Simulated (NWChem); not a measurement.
AlH$_{3}$S$_{2}$O; SMILES [OH][Al]([SH])[SH]

```xyz
7

Al     0.4061    -0.0722    -0.0088
O      2.0851    -0.3096    -0.0131
H      2.7824     0.3464     0.0109
S     -0.8416    -1.8569    -0.0242
H      0.2407    -2.6680    -0.0242
S     -0.4802     1.9224     0.0093
H     -1.7471     1.4510     0.0224
```
Atoms are numbered in this order, from 1.

STO-3G and 3-21G are far too small for this property and stand as cheap habits. All runs use the structure optimised with PBE0/def2-SVP.

Question: Give the principal values of the shielding tensors (ppm) of Al1, O2, S4, S6 from Hartree-Fock/STO-3G, GIAO (NWChem), with their diamagnetic and paramagnetic parts as GIAO splits them.

Answer: 
| atom | σ11 | σ22 | σ33 | isotropic | diamagnetic | paramagnetic |
|---|---|---|---|---|---|---|
| Al1 | 327.0 | 418.6 | 437.1 | 394.2 | 783.0 | -388.7 |
| O2 | 327.7 | 396.9 | 453.2 | 392.6 | 382.8 | 9.8 |
| S4 | 810.4 | 990.6 | 1054.4 | 951.8 | 1044.8 | -92.9 |
| S6 | 833.5 | 961.4 | 1000.3 | 931.7 | 1044.8 | -113.1 |
